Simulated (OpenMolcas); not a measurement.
Ir3+ with 6 ligands (chloride) in octahedral coordination (Oh) at 2.34 Å. A charge of +0.5 e stands 3.2 Å behind each ligand. Ligand basis ANO-RCC-VDZP.

```json
{
  "Program": "OpenMolcas 26.06",
  "Method": "CASSCF",
  "Basis": "ANO-RCC-VDZP [7s6p4d2f]",
  "Scalar Hamiltonian": "DKH2, point nucleus",
  "Active space": "6 electrons in 5 orbitals (5d)",
  "State averaging": "2S+1 = 5 even, 5 roots; 2S+1 = 3 even, 45 roots; 2S+1 = 1 even, 50 roots",
  "Spin-orbit coupling": "RASSI with atomic mean-field integrals over the reference wave functions"
}
```

Task: What is the spin-free ground state (labels of O, the rotations of Oh)?

Result: 1A1, 1-fold in its orbital part; d6 allows 2S+1 = 5, so this is a state of lower spin.

Task: Where is the first state of the same spin?

Result: 1T1 at 20100 cm-1 above the ground state.

Task: What are the lowest two levels with spin-orbit coupling?

Result: A 1-fold level, then a 2-fold level 13328 cm-1 above it. Their leading multiplicities are 1 (82 %) and 3 (86 %).

Task: What is χT at 300 K?

Result: 0.03 cm3 K/mol.

Task: Which ligand-field parameters describe the states?

Result: A least-squares ligand-field fit to the states below 45000 cm-1, each weighted by its degeneracy and with a free common offset, gives 10Dq = 22851 cm-1, B = 567 cm-1 and C = 2460 cm-1 (C/B = 4.34), with an rms deviation of 406 cm-1. The same method and metal basis give the free ion B = 862 cm-1 (fit to its terms below 60000 cm-1, rms deviation 23 cm-1), so the nephelauxetic ratio is β = 567 / 862 = 0.66; it hangs on how both fits weigh the states, and computed free-ion B values tend to be too large, so β mixes covalency with correlation.

Without dynamic correlation the repulsion within the d shell is too large (B by tens of per cent), so at a given field states of lower spin stand too high. The least metal-like active orbital is 67 % on the metal (Löwdin) and no ligand orbital is active, so the numbers are rough, and ground spin, moment and any spin crossover can be artefacts of this space; highly charged d ions in such sites are as a rule low spin. With metal d orbitals alone the field can be off either way by tens of per cent. Ligand-to-metal charge-transfer states are missing. With no ligand orbital active B as a rule stays too high, so bands that hang on it stand too high and its fall with covalency is understated. The distance lies 4 % under the 2.44 Å that this model takes as the normal distance (a Shannon-type radius plus a fixed donor radius); by an R⁻⁵ law this alone changes a d-shell field by about +23 %. No measured value stands beside these numbers; the geometry is a model, was not optimised and need not be the one that this ion takes.
